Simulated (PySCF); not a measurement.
C2H6Cl2Se.
Structure used (PBE0-D3(BJ)/def2-SVP), in Å, numbered top down from 1:
```
atom  x, y, z in Å
C1     1.260   -0.207    0.451
Se2   -0.002    0.338   -0.908
C3    -1.507   -0.640   -0.012
Cl4    1.922    1.711   -1.831
Cl5   -0.791    2.205   -0.076
H6     0.752   -0.291    1.418
H7     2.052    0.549    0.426
H8     1.650   -1.180    0.117
H9    -2.428   -0.393   -0.557
H10   -1.610   -0.372    1.048
H11   -1.288   -1.714   -0.126
```

Level of theory: TDDFT PBE0/def2-SVPD, vertical, gas phase, core orbitals frozen in the response (PySCF). The PBE0/def2-SVPD calculation is non-relativistic and has no spin–orbit coupling, an omission that weighs most on selenium.

Transition dipole moments from the ground state, in atomic units and in the frame of the coordinates above (overall signs are arbitrary), for the states with f of 0.002 or more among the lowest 10:

```csv
state,E (eV),μx,μy,μz
S3,3.010,-0.467,-0.162,0.307
S5,4.843,0.030,0.130,0.126
S6,5.066,-0.409,-0.212,0.129
S8,5.401,0.315,0.222,-0.193
S9,6.048,0.319,0.289,-0.132
S10,6.315,0.163,-0.011,-0.059
```

Q: Work out the oscillator strengths.

A: f = (2/3) ΔE |μ|² with ΔE in hartree (27.2114 eV).

| state | \|μ\|² (au) | \|μ\| (D) | f |
| --- | --- | --- | --- |
| S3 | 0.338 | 1.48 | 0.025 |
| S5 | 0.034 | 0.47 | 0.004 |
| S6 | 0.229 | 1.22 | 0.028 |
| S8 | 0.186 | 1.10 | 0.025 |
| S9 | 0.203 | 1.14 | 0.030 |
| S10 | 0.030 | 0.44 | 0.005 |

Q: Which bond between heavy atoms lies closest to the direction of the S9 transition dipole?

A: Se2–Cl4, at 8° from it; next Se2–C3 at 13°.

Q: What angle do the transition dipoles of S8 and S9 make?

A: |cos θ| = |μa·μb| / (|μa| |μb|) = 0.98, so θ ≈ 12° (taken between 0 and 90°, since the signs are arbitrary).

Q: How is the summed strength of these states shared among x, y and z?

A: (2/3) Σ ΔE μα² gives 0.069 for x, 0.028 for y and 0.019 for z, 0.117 in all.

Q: What peak molar absorption coefficient would the strongest computed level give as a lone Gaussian band 0.5 eV wide at half height?

A: ε(max) = 2.175×10⁸ f / FWHM, with the width in cm⁻¹. S9: 2.175×10⁸ × 0.0300 / 4033 ≈ 1600 L mol⁻¹ cm⁻¹.

The vertical ionisation energy (ΔSCF) is 8.87 eV, 2.56 eV above S10.
